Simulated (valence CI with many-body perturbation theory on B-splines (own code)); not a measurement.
Ladder of approximations for Sn18+

Computed by relativistic CI+MBPT: four valence electrons over a frozen Dirac-Fock core [Ar] 3d10, radial functions for each j: 11 s, 11 p, 9 d, 7 f, 5 g, 2 h, 1 i, with the one-electron correlation potential Σ1 (screened to all orders), the two-electron term Σ2, the three-electron term Σ3, Breit, model QED; selected single and double excitations, second order for the rest (own B-spline code, finite nucleus).

No measured levels were compared; by estimate levels hold to about 250 cm⁻¹ or 0.2 % of their energy and the worst to 1 %, as in measured heavy ions of charge 2 to 7; those with d or f electrons hold less well.

Each rung adds one term. CI alone is the Dirac-Coulomb CI over the frozen core; QED comes last and gives the full result, which names the levels. Energies are above (4s^2 4p1/2^2) J=0 on the same rung, in eV.

Levels are named by their leading jj configuration (3d3/2^4 stands for four electrons in 3d with j = 3/2), which in mixed levels can hold well under half, so a name can repeat and another be missing. Letters in brackets count levels of one name in rising energy.

```csv
Level,CI alone,Σ1,Σ2,Σ3,Breit,QED,Full
(4s^2 4p1/2 4p3/2) J=1,8.36,+0.086,+0.065,+0.006,-0.143,+0.020,8.39
(4s^2 4p1/2 4p3/2) J=2,10.46,+0.091,+0.031,+0.002,-0.155,+0.021,10.45
(4s^2 4p3/2^2) J=2,20.48,+0.178,+0.073,+0.003,-0.295,+0.039,20.48
(4s^2 4p3/2^2) J=0,25.77,+0.182,-0.029,-0.014,-0.284,+0.036,25.66
(4s 4p1/2^2 4p3/2) J=2,47.66,+0.131,+0.423,+0.028,-0.055,-0.181,48.01
(4s 4p1/2^2 4p3/2) J=1,56.09,+0.132,+0.085,+0.013,-0.048,-0.176,56.09
(4s 4p1/2 4p3/2^2) J=2 [a],58.06,+0.174,+0.267,+0.020,-0.130,-0.165,58.23
(4s 4p1/2 4p3/2^2) J=3,61.08,+0.196,+0.251,+0.020,-0.177,-0.161,61.21
(4s 4p1/2 4p3/2^2) J=0,65.70,+0.201,+0.101,+0.005,-0.155,-0.164,65.69
(4s 4p1/2 4p3/2^2) J=1 [a],67.00,+0.213,+0.045,+0.008,-0.179,-0.160,66.93
(4s 4p1/2 4p3/2^2) J=2 [b],67.85,+0.207,+0.013,+0.013,-0.193,-0.148,67.74
(4s 4p1/2 4p3/2^2) J=1 [b],74.14,+0.197,-0.858,-0.008,-0.129,-0.173,73.17
(4s 4p3/2^3) J=2,75.66,+0.255,+0.041,+0.015,-0.298,-0.125,75.54
(4s^2 4p1/2 4d3/2) J=2,81.96,+0.127,-0.086,+0.018,-0.265,-0.015,81.74
(4s 4p3/2^3) J=1,85.23,+0.283,-0.704,-0.007,-0.286,-0.143,84.37
(4s^2 4p1/2 4d5/2) J=3,85.93,+0.152,-0.045,+0.020,-0.347,+0.005,85.72
(4s^2 4p1/2 4d5/2) J=2,89.41,+0.150,-0.599,+0.003,-0.305,-0.013,88.64
(4s^2 4p1/2 4d3/2) J=1,90.68,+0.134,-0.728,-0.005,-0.260,-0.013,89.81
(4s^2 4p3/2 4d5/2) J=4,93.25,+0.227,+0.082,+0.025,-0.483,+0.021,93.12
(4s^2 4p3/2 4d3/2) J=2,96.97,+0.215,-0.566,+0.005,-0.401,-0.001,96.22
(4s^2 4p3/2 4d3/2) J=0,98.07,+0.211,-0.473,+0.006,-0.395,+0.008,97.42
(4s^2 4p3/2 4d3/2) J=3,99.12,+0.212,-0.658,0.000,-0.421,+0.010,98.26
(4s^2 4p3/2 4d3/2) J=1,99.03,+0.219,-0.573,+0.003,-0.409,+0.006,98.28
(4s^2 4p3/2 4d5/2) J=2,100.36,+0.235,-0.617,+0.002,-0.446,+0.006,99.54
(4s^2 4p3/2 4d5/2) J=3,105.86,+0.231,-0.787,-0.020,-0.449,+0.018,104.85
(4s^2 4p3/2 4d5/2) J=1,107.35,+0.242,-0.709,-0.031,-0.443,+0.011,106.42
(4p1/2^2 4p3/2^2) J=2,110.90,+0.218,-0.109,+0.025,-0.054,-0.348,110.63
(4p1/2^2 4p3/2^2) J=0,116.30,+0.240,-0.275,+0.013,-0.067,-0.350,115.86
(4s 4p1/2^2 4d3/2) J=1,119.33,+0.176,+0.326,+0.039,-0.166,-0.247,119.45
(4p1/2 4p3/2^3) J=1,120.52,+0.270,+0.083,+0.034,-0.190,-0.279,120.44
(4s 4p1/2^2 4d3/2) J=2,120.71,+0.176,+0.338,+0.039,-0.183,-0.234,120.84
```

The middle columns are the shifts that each term adds.

Task: How does the ionisation energy move along the ladder, and which term matters most?

Result: CI alone 506.52, + Σ1 507.85, + Σ2 507.79, + Σ3 507.70, + Breit 507.32, + QED 507.34 eV. The largest step is Σ1, 1.33 eV. NIST lists 506 ± 3 eV (theoretical).
